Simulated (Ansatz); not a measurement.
Program: Ansatz. Geometries: PBE0-D4/def2-TZVP. ΔE: electronic, gas phase. CCSD(T)/CBS is the MP2 limit (def2-TZVPP, def2-QZVPP) plus CCSD(T) − MP2 in def2-TZVPP, frozen cores. This one scheme is used for every species. Functionals use def2-TZVPP. B3LYP here is the variant with VWN-RPA as its local correlation; programs differ in this. For Br outer-core shells are correlated without core-valence functions, which leaves a few kJ/mol of doubt a bond. Scalar relativity is left out up to krypton. Each species was taken in one conformer, which may not be the lowest.

Reaction (substitution at a C–C bond): `CC[SiH2]Br` + `CNN` → `CN(C)N` + `C[SiH2]Br`

Question: Is it downhill or uphill in electronic energy at CCSD(T)/CBS, and by how much? (An estimate is asked.)

Answer: Ansatz gave: Nearly level: ΔE = -0.4 kJ/mol.

Question: What do these levels give: B3LYP-D4, B2PLYP, PBE0, SCS-MP2/def2-TZVPP, CCSD/def2-TZVPP, CCSD(T)/def2-TZVPP? (An estimate is asked.)

Answer: Computed: B3LYP-D4 -1.2, B2PLYP -1.2, PBE0 1.1, SCS-MP2/def2-TZVPP -1.2, CCSD/def2-TZVPP -0.3, CCSD(T)/def2-TZVPP -1.9 kJ/mol.

Largest T1 diagnostic among the species: 0.009.

In def2-TZVPP, CCSD(T) changes the Hartree–Fock value by −4.4 kJ/mol (the triples alone add −1.6 kJ/mol) and MP2 by −4.7 kJ/mol.
